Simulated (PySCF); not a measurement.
# How the method moves the HOMO and LUMO of `F[C@H]1CC=C[SiH2]1`

Species: C4H7FSi.
Numbering: `[F:1][C@H:2]1[CH2:3][CH:4]=[CH:5][SiH2:6]1` (hydrogens: H7 on C2; H8, H9 on C3; H10 on C4; H11 on C5; H12, H13 on Si6)

Cartesian coordinates in Å at the PBE0-D3(BJ)/def2-SVP level; atoms count from 1:
```
atom  x, y, z in Å
F1     0.6078   -1.8096   -1.0656
C2     0.6227   -1.0612    0.1080
C3     1.2118    0.3181   -0.1928
C4     0.1142    1.3027   -0.5053
C5    -1.1554    0.9962   -0.1885
Si6   -1.2003   -0.6965    0.5933
H7     1.2298   -1.6097    0.8461
H8     1.9312    0.2239   -1.0241
H9     1.7941    0.6849    0.6724
H10    0.3910    2.2661   -0.9526
H11   -1.9706    1.7011   -0.3705
H12   -1.4188   -0.6534    2.0746
H13   -2.1523   -1.6788   -0.0022
```

Basis pcSseg-1 throughout (PySCF), one geometry. Isolated species at its PBE0-D3(BJ)/def2-SVP geometry (one conformer only).

Question: How do the orbital energies, the gap and the dipole change with the method?

Answer: 
```tsv
method	kind	HOMO (eV)	LUMO (eV)	gap (eV)	μ (D)	SCF cycles
BLYP	GGA	-6.40	-1.19	5.21	1.77	15
B97-D	GGA	-6.51	-1.24	5.27	1.80	16
OPBE	GGA	-6.55	-1.27	5.28	1.77	16
PBE	GGA	-6.57	-1.36	5.21	1.78	15
KT2	GGA	-6.57	-1.34	5.24	1.77	16
KT3	GGA	-6.58	-1.30	5.28	1.75	16
BP86	GGA	-6.67	-1.45	5.22	1.80	15
LDA	LDA	-6.71	-1.57	5.14	1.85	15
B97-2	global hybrid	-7.44	-0.41	7.03	1.89	13
B3LYP	global hybrid	-7.46	-0.56	6.90	1.88	14
PBE0	global hybrid	-7.69	-0.37	7.33	1.90	14
mPW1PW91	global hybrid	-7.72	-0.38	7.34	1.91	13
BHandHLYP	global hybrid	-8.63	0.78	9.41	2.01	12
CAM-B3LYP	range-separated hybrid	-8.98	0.83	9.81	1.92	12
wB97X-D	range-separated hybrid	-9.53	1.44	10.97	1.93	13
HF	Hartree–Fock	-10.06	3.48	13.54	2.15	10
LC-wPBE	range-separated hybrid	-10.38	1.94	12.33	1.93	13
```

The HOMO spans 3.99 eV, from BLYP down to LC-wPBE, and the gap runs from 5.14 eV (LDA) to 13.54 eV (HF). Over the methods BLYP (0 %), B97-D (0 %), OPBE (0 %), PBE (0 %), KT2 (0 %), KT3 (0 %), BP86 (0 %), LDA (0 %), B97-2 (21 %), B3LYP (20 %), PBE0 (25 %), mPW1PW91 (25 %), BHandHLYP (50 %), HF (100 %), a straight line through the gap against the share of exact exchange rises by 0.83 eV for each 10 % (correlation coefficient 1.000). The dipole ranges from 1.75 D (KT3) to 2.15 D (HF). This basis has no diffuse functions.
